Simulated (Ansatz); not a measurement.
The cluster CdF₂⁻. The state is a doublet with charge -1. Geometry PBE-D4/def2-TZVPD; atoms count from 1.

```tsv
atom	x (Å)	y (Å)	z (Å)
Cd1	0.0849	-0.6662	-0.1050
F2	1.5366	0.3734	1.0727
F3	-1.6215	0.2927	-0.9677
```

In the def2 sets Cd takes a core potential; there is no spin–orbit coupling. The structure comes from a short search, and lower isomers may exist.

Problem. Estimate the Mulliken populations from the PBE0/def2-TZVPD orbitals of Ansatz.

Solution. 
```tsv
atom	charge (e)	spin (α − β)	d electrons
Cd1	0.41	1.04	10.00
F2	-0.71	-0.02	–
F3	-0.71	-0.02	–
```
Mulliken values and Mayer orders depend strongly on the basis. With diffuse functions, as here, like atoms can get unlike values, and bond orders can come out too low or too high.

Problem. Where does the spin sit?

Solution. Summed by element: Cd 1.04, F -0.04, of 1 unpaired in all. Largest on single atoms: Cd1 1.04, F2 -0.02, F3 -0.02.
